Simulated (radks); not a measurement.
Values are calculated unless marked as measured or tabulated.
Q: Nd, 60 electrons, occupied as [Xe] 4f4 6s2 (the NIST ground configuration). Level of theory: Dirac Kohn-Sham, PBE, spin-unpolarised, spherical densities, finite nucleus; open shells are shared between the two j in proportion to 2j + 1; Fermi nuclear charge, rms radius 4.9123 fm (a radial shooting solver on a logarithmic mesh with Libxc functionals).

Spin-orbit splittings of the eigenvalues, e(l+1/2) - e(l-1/2), with zeta = 2 splitting/(2l+1) and mean radii in bohr:

| shell | occ. | splitting (eV) | zeta (eV) | <r> j=l-1/2 | <r> j=l+1/2 |
|---|---|---|---|---|---|
| 2p | 6 | ? | ? | 0.08422 | 0.09063 |
| 3p | 6 | 103.8 | 69.21 | 0.2556 | 0.2681 |
| 3d | 10 | 22.44 | 8.977 | 0.2394 | 0.2433 |
| 4p | 6 | 22.51 | 15.01 | 0.6237 | 0.6519 |
| 4d | 10 | 3.977 | 1.591 | 0.7013 | 0.7114 |
| 4f | 4 | 0.4026 | 0.1150 | 1.116 | 1.142 |
| 5p | 6 | 3.019 | 2.013 | 1.666 | 1.759 |

Estimate the 2p splitting.

A: 520.1 eV (zeta = 346.7 eV).
